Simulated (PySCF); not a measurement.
C₂H₄BrCl, SMILES C[C@@H](Cl)Br.

Geometry optimised at PBE0-D3(BJ)/def2-SVP.

Two levels are set side by side: TDDFT-PBE/def2-SVPD (PySCF) and TDDFT-B3LYP/def2-SVPD (PySCF). Vertical, same geometry. The lowest singlet is HOMO−1→LUMO 49 %, HOMO→LUMO 49 % with PBE and HOMO→LUMO 56 %, HOMO−1→LUMO 43 % with the other functional; states are paired by order. Differences are taken from unrounded values.

```json
[
 {"quantity": "lowest singlet excitation (eV)", "TDDFT-B3LYP": "5.76", "TDDFT-PBE": "5.49", "TDDFT-PBE minus TDDFT-B3LYP": "-0.28"},
 {"quantity": "lowest triplet excitation (TDA) (eV)", "TDDFT-B3LYP": "5.13", "TDDFT-PBE": "4.90", "TDDFT-PBE minus TDDFT-B3LYP": "-0.24"}
]
```

A lower first singlet is the usual sign of a functional without exact exchange. Differences between two approximate levels are no errors against the true value.

Rough cost on one machine, each run with all the roots and properties that it gave: TDDFT-B3LYP against TDDFT-PBE about 4 times.
